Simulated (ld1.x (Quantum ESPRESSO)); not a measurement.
## Reading a pseudo-wave (zirconium)

Columns: radius, all-electron u(r) and pseudo u(r) of the 5p shell (level -1.47 eV) of zirconium in the configuration [Kr] 4d2 5s2 5p0; PBE, scalar-relativistic, PAW scheme, ld1.x (Quantum ESPRESSO) 7.5.

| r (bohr) | all-electron | pseudo |
| --- | --- | --- |
| 0.235 | -0.0722 | -0.0056 |
| 0.470 | -0.0596 | -0.0221 |
| 0.705 | 0.1060 | -0.0485 |
| 0.940 | 0.1915 | -0.0834 |
| 1.175 | 0.1823 | -0.1248 |
| 1.410 | 0.1147 | -0.1706 |
| 1.645 | 0.0224 | -0.2185 |
| 1.880 | -0.0739 | -0.2662 |
| 2.115 | -0.1635 | -0.3116 |
| 2.350 | -0.2420 | -0.3532 |
| 2.585 | -0.3082 | -0.3896 |
| 2.820 | -0.3622 | -0.4200 |
| 3.055 | -0.4046 | -0.4440 |
| 3.290 | -0.4364 | -0.4618 |
| 3.525 | -0.4587 | -0.4737 |
| 3.760 | -0.4726 | -0.4804 |
| 3.995 | -0.4792 | -0.4825 |
| 4.230 | -0.4797 | -0.4806 |
| 4.465 | -0.4752 | -0.4753 |
| 4.700 | -0.4668 | -0.4668 |
| 4.935 | -0.4553 | -0.4553 |
| 5.170 | -0.4415 | -0.4415 |
| 5.405 | -0.4261 | -0.4261 |
| 5.640 | -0.4095 | -0.4095 |
| 5.875 | -0.3923 | -0.3923 |
| 6.110 | -0.3747 | -0.3747 |

(1) How many radial nodes do the two functions have?

(2) At about which radius was the pseudo-wave matched?

(3) Is the pseudo-wave norm-conserving?

Results:

(1) The all-electron 5p function has n − l − 1 = 3 (the table is too coarse to show those close to the nucleus); the pseudo-wave has 0, since the states of the same l below it are removed with the core.

(2) 4.70 bohr, where the columns begin to agree (steps of 0.23 bohr).

(3) No, it belongs to a PAW set: the norm inside the radius is not constrained, and the difference is carried by the augmentation charge.
